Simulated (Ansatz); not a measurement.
Al7N7H20, a nanocrystal cut from wurtzite AlN (hydrogen-capped). The state is a singlet with charge 0. Geometry PBE-D4/def2-SVP.

```xyz
34

Al   -1.215    3.076   -0.642
N     0.661    2.863   -1.253
N    -1.552    1.284    0.111
Al   -1.480   -0.039   -1.280
Al    1.527    1.123   -0.951
N     0.370   -0.174   -1.760
N    -1.888   -1.755   -0.394
Al    1.083   -2.002   -1.542
Al   -0.421    0.990    1.636
N     1.345    0.775    0.926
N    -0.906   -0.801    2.310
Al   -0.740   -2.312    1.084
Al    2.155   -0.959    1.411
N     1.027   -2.201    0.404
H    -2.117    3.281   -1.957
H    -1.198    4.159    0.547
H     0.709    3.083   -2.261
H     1.238    3.599   -0.815
H    -2.532    1.356    0.441
H    -2.500    0.165   -2.493
H     3.017    1.204   -1.520
H     0.418   -0.036   -2.786
H    -2.891   -1.814   -0.161
H    -1.743   -2.467   -1.138
H    -0.048   -3.007   -2.161
H     2.574   -2.104   -2.120
H    -0.568    2.041    2.830
H     1.948    1.452    1.427
H    -1.821   -0.775    2.785
H    -0.216   -0.984    3.066
H    -1.216   -3.688    1.742
H     3.688   -1.021    0.949
H     1.824   -1.186    2.996
H     1.467   -3.124    0.570
```

HSE06 is defined as in plane-wave codes, on full-range PBE exchange. Single mean-field runs in def2-TZVP are fitted with def2-universal-jkfit.

Estimate the orbital energies around the gap (eV) in Ansatz with PBE-D4/def2-TZVP, r2SCAN-D4/def2-TZVP, PBE0-D4/def2-TZVP, HSE06-D4/def2-TZVP, BHLYP-D4/def2-TZVP.


```
orbital  PBE-D4/def2-TZVP  r2SCAN-D4/def2-TZVP  PBE0-D4/def2-TZVP  HSE06-D4/def2-TZVP  BHLYP-D4/def2-TZVP
HOMO−13             -8.63                -9.00             -10.11               -9.70              -11.47
HOMO−12             -8.56                -8.92             -10.02               -9.62              -11.37
HOMO−11             -8.46                -8.82              -9.92               -9.51              -11.26
HOMO−10             -8.07                -8.41              -9.48               -9.07              -10.79
 HOMO−9             -8.05                -8.40              -9.45               -9.04              -10.75
 HOMO−8             -7.41                -7.75              -8.74               -8.33              -10.00
 HOMO−7             -7.25                -7.58              -8.58               -8.18               -9.84
 HOMO−6             -7.06                -7.40              -8.37               -7.96               -9.63
 HOMO−5             -6.99                -7.31              -8.29               -7.89               -9.53
 HOMO−4             -6.95                -7.28              -8.24               -7.84               -9.48
 HOMO−3             -6.81                -7.13              -8.09               -7.69               -9.34
 HOMO−2             -6.54                -6.85              -7.79               -7.39               -9.01
 HOMO−1             -6.35                -6.65              -7.59               -7.19               -8.79
   HOMO             -6.26                -6.56              -7.49               -7.09               -8.68
   LUMO             -1.31                -0.80              -0.54               -0.90                0.09
 LUMO+1             -1.09                -0.62              -0.31               -0.67                0.39
 LUMO+2             -0.86                -0.44              -0.08               -0.45                0.68
 LUMO+3             -0.82                -0.42              -0.04               -0.40                0.74
 LUMO+4             -0.66                -0.19               0.13               -0.23                0.86
 LUMO+5             -0.59                -0.18               0.21               -0.16                0.99
```
